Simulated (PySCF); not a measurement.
CH3BO, SMILES [BH3-]C#[O+]. Atoms are numbered in the order given.

```xyz
6

B      0.0000     0.0000    -1.3356
H      1.0104     0.5834    -1.6430
H     -1.0104     0.5834    -1.6430
H      0.0000    -1.1667    -1.6430
C      0.0000     0.0000     0.1841
O      0.0000     0.0000     1.3128
```

Geometry optimised at B3LYP-D3(BJ)/def2-TZVP.

Calculation: TDA-M06-2X/def2-SVPD (PySCF).

Vertical excitations; the highest root listed may be one member of a degenerate set. The molecule is in vacuum. State labels are in the subgroup Cs.

```json
[
 {"state": "S1", "symmetry": "A\"", "energy (eV)": "6.53", "λ (nm)": "190", "f": "0.000", "main pairs": "HOMO−1→LUMO+1 49 %, HOMO→LUMO 49 %"},
 {"state": "S2", "symmetry": "A'", "energy (eV)": "6.88", "λ (nm)": "180", "f": "0.018", "main pairs": "HOMO−1→LUMO, HOMO→LUMO+1 (degenerate set)"},
 {"state": "S3", "symmetry": "A\"", "energy (eV)": "6.88", "λ (nm)": "180", "f": "0.018", "main pairs": "HOMO→LUMO, HOMO−1→LUMO+1 (degenerate set)"},
 {"state": "S4", "symmetry": "A'", "energy (eV)": "8.72", "λ (nm)": "142", "f": "0.769", "main pairs": "HOMO−1→LUMO 45 %, HOMO→LUMO+1 45 %"},
 {"state": "S5", "symmetry": "A'", "energy (eV)": "8.76", "λ (nm)": "141", "f": "0.032", "main pairs": "HOMO−2→LUMO (degenerate set)"},
 {"state": "S6", "symmetry": "A\"", "energy (eV)": "8.76", "λ (nm)": "141", "f": "0.032", "main pairs": "HOMO−2→LUMO+1 (degenerate set)"},
 {"state": "S7", "symmetry": "A\"", "energy (eV)": "8.80", "λ (nm)": "141", "f": "0.096", "main pairs": "HOMO→LUMO+2 (degenerate set)"},
 {"state": "S8", "symmetry": "A'", "energy (eV)": "8.80", "λ (nm)": "141", "f": "0.096", "main pairs": "HOMO−1→LUMO+2 (degenerate set)"},
 {"state": "S9", "symmetry": "A\"", "energy (eV)": "9.68", "λ (nm)": "128", "f": "0.000", "main pairs": "HOMO−3→LUMO 48 %, HOMO−4→LUMO+1 48 %"},
 {"state": "S10", "symmetry": "A\"", "energy (eV)": "10.15", "λ (nm)": "122", "f": "0.019", "main pairs": "HOMO→LUMO+3 89 %"},
 {"state": "T1", "symmetry": "A'", "energy (eV)": "5.96", "λ (nm)": "208", "f": "0", "main pairs": "HOMO−1→LUMO 49 %, HOMO→LUMO+1 49 %"},
 {"state": "T2", "symmetry": "A'", "energy (eV)": "6.31", "λ (nm)": "196", "f": "0", "main pairs": "HOMO→LUMO+1, HOMO−1→LUMO (degenerate set)"},
 {"state": "T3", "symmetry": "A\"", "energy (eV)": "6.31", "λ (nm)": "196", "f": "0", "main pairs": "HOMO→LUMO, HOMO−1→LUMO+1 (degenerate set)"},
 {"state": "T4", "symmetry": "A\"", "energy (eV)": "6.53", "λ (nm)": "190", "f": "0", "main pairs": "HOMO−1→LUMO+1 49 %, HOMO→LUMO 49 %"}
]
```
Triplets are in the Tamm–Dancoff approximation.
